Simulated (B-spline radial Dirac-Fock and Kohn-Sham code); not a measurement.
# Scattering functions of Nb³⁶⁺

System: niobium as Nb³⁶⁺, configuration [He] 2s2 2p1.

The run's input, task.json:

```json
{"items": [{
  "Z": 41,
  "q": 36,
  "cfg": [[1, 0, 2], [2, 0, 2], [2, 1, 1]],
  "A": 93,
  "rrms": 4.324,
  "do": ["scatter"],
  "s": [0.0, 0.07, 0.09, 0.11, 0.13, 0.17, 0.21, 0.26, 0.32, 0.4, 0.5, 0.62, 0.78, 0.97, 1.21, 1.5, 1.88, 2.34, 2.91, 3.63, 4.53, 5.65, 7.04],
  "pz": [0, 0.1, 0.2, 0.3, 0.4, 0.5, 0.6, 0.8, 1.0, 1.2, 1.4, 1.6, 1.8, 2.0, 2.5, 3.0, 4.0, 5.0, 7.0, 10.0, 15.0, 20.0, 30.0, 40.0, 60.0, 100.0],
  "hv_scatter": [2000, 5000, 8047.8, 17479.3, 50000, 100000, 200000, 500000]
}]}
```

Command: `python xray_run.py task.json out`

Model: relativistic Hartree-Fock (Dirac-Fock) wave functions, averaged over the configuration. Program: a radial B-spline solver. f₀ is the Fourier transform of the spherical electron density, S the Waller-Hartree incoherent function, and s = sin θ/λ.

```
s (Å⁻¹)     f₀      S
      0  5.000  0.000
   0.07  4.997  0.005
   0.09  4.996  0.007
   0.11  4.993  0.011
   0.13  4.991  0.016
   0.17  4.984  0.026
   0.21  4.976  0.040
   0.26  4.963  0.062
   0.32  4.944  0.093
    0.4  4.913  0.144
    0.5  4.866  0.221
   0.62  4.796  0.334
   0.78  4.683  0.511
   0.97  4.523  0.753
   1.21  4.289  1.088
    1.5  3.975  1.506
   1.88  3.541  2.019
   2.34  3.035  2.531
   2.91  2.496  2.981
   3.63  2.001  3.339
   4.53  1.629  3.626
   5.65  1.381  3.902
   7.04  1.186  4.194
```

f₀ starts at the number of electrons, 5, and has fallen to half at s ≈ 2.91 Å⁻¹. The sum of ⟨r²⟩ over the electrons is 0.07458 bohr².

Values without a named source are computed, but for edge energies of neutral atoms, which are taken from tables.
